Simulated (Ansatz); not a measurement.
C$_{6}$H$_{13}$Al (SMILES C=[CH][Al]([CH2]C)[CH2]C), singlet, geometry from GFN2-xTB (such geometries of metal compounds can be far from the true shape), with bond 5-2 at 1.4 times its length; SC-NEVPT2/STO-3G, CASSCF(4,4) run with Ansatz (a program for electronic structure).

The Ansatz input:
Ansatz 0.2 input:
```yaml
crystal:
  periodic: [false, false, false]
  atoms:
    - {symbol: Al, position_ang: [-0.04355464, -0.01773900, 0.21647265]}
    - {symbol: C, position_ang: [0.94626582, 0.19420985, 1.95082908]}
    - {symbol: C, position_ang: [1.43732012, 1.63342925, 2.19746651]}
    - {symbol: H, position_ang: [1.82185079, -0.47166734, 2.00167864]}
    - {symbol: H, position_ang: [0.05597944, -0.21914523, 3.13929192]}
    - {symbol: H, position_ang: [0.59593762, 2.32407908, 2.24270273]}
    - {symbol: H, position_ang: [2.09150222, 1.96087063, 1.38986194]}
    - {symbol: H, position_ang: [1.99080888, 1.71032558, 3.13441040]}
    - {symbol: C, position_ang: [0.95940141, -0.06769484, -1.52419050]}
    - {symbol: C, position_ang: [0.90596237, -1.43729636, -2.22625577]}
    - {symbol: H, position_ang: [2.01679513, 0.19385861, -1.36190204]}
    - {symbol: H, position_ang: [0.58404745, 0.68857952, -2.23020699]}
    - {symbol: H, position_ang: [-0.12465600, -1.74015463, -2.40713579]}
    - {symbol: H, position_ang: [1.37025498, -2.20414609, -1.60713160]}
    - {symbol: H, position_ang: [1.42615244, -1.41395091, -3.18500557]}
    - {symbol: C, position_ang: [-2.02577469, -0.15749894, 0.21811013]}
    - {symbol: C, position_ang: [-2.70871715, -0.18493725, -0.92695115]}
    - {symbol: H, position_ang: [-2.61295068, -0.20570596, 1.13895880]}
    - {symbol: H, position_ang: [-3.78884893, -0.25438089, -0.98237285]}
    - {symbol: H, position_ang: [-2.20177757, -0.13732710, -1.88178324]}
basis:
  gaussian:
    orbitals: STO-3G
magnetization: {spin_polarized: false}
correlation: {method: sc_nevpt2, electrons: all, active_space: {window: {electrons: 4, orbitals: 4}}}
```

What the program printed (banner, timings and long lists left out):

```
Functional definition: HF
697 factors; integrals over basis functions are off by at most 6.4e-5 eV
mean field evaluation 1: about -12812.8782 eV, gradient 1.9e1 eV
mean field evaluation 2: about -12813.1522 eV, gradient 1.9e1 eV
mean field evaluation 4: about -12814.8097 eV, gradient 1.6e0 eV
mean field evaluation 8: about -12814.8173 eV, gradient 3.3e-2 eV
mean field -12814.81731154 eV, -470.9358500038 hartree, gradient 2.7e-6 eV, S^2 0.000000; 0 other end points of the search recorded, 0 dependent functions left out; unrestricted orbitals would lower it
reference -12814.81731154 eV, -470.9358500038 hartree; 31, 31 occupied and 21, 21 virtual orbitals, 697 factors
state -12817.07384104 eV, -471.0187759336 hartree
state -12817.07384104 eV, -471.0187759336 hartree; corrected -12825.86614244 eV, -471.3418870505 hartree
Total energy: -12825.86614244 eV, -471.3418870505 hartree
```
